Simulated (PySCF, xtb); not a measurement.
Si(F)(I)2(OH) (FHI₂OSi), SMILES O[Si](F)(I)I.

Geometry optimised at PBE0-D3(BJ)/def2-SVP. This is a generated structure with no PubChem entry under its InChIKey; it may be hypothetical. The def2 effective core potentials stand for the cores of I; spin–orbit coupling is left out. The values are those of a single conformer.

Level of theory: PySCF with IEF-PCM-M06-2X/def2-SVP.

The values are the electrostatic part of the solvation free energy, E(continuum) − E(gas) at the gas-phase geometry, in a cavity of scaled van der Waals radii (PySCF's table); cavitation and dispersion terms are not included. In vacuum the orbital gap is 8.38 eV. The dipole moment in vacuum is 1.63 D.

Q: Estimate the values in water (ε = 78.36), 1-octanol (ε = 9.86), chlorobenzene (ε = 5.70). (An estimate is asked for; the answer gives what the named calculation found.)

A: 
```
solvent            ε  ΔG(elec) (kcal/mol)  dipole (D)  gap (eV)
-------------  -----  -------------------  ----------  --------
water          78.36                 -5.3        2.05      8.44
1-octanol       9.86                 -4.5        1.98      8.43
chlorobenzene   5.70                 -4.0        1.93      8.42
```

For comparison, GFN2-xTB/ALPB(water) (xtb, at the GFN2-xTB geometry, all terms of that model) gives -7.4 kcal/mol.
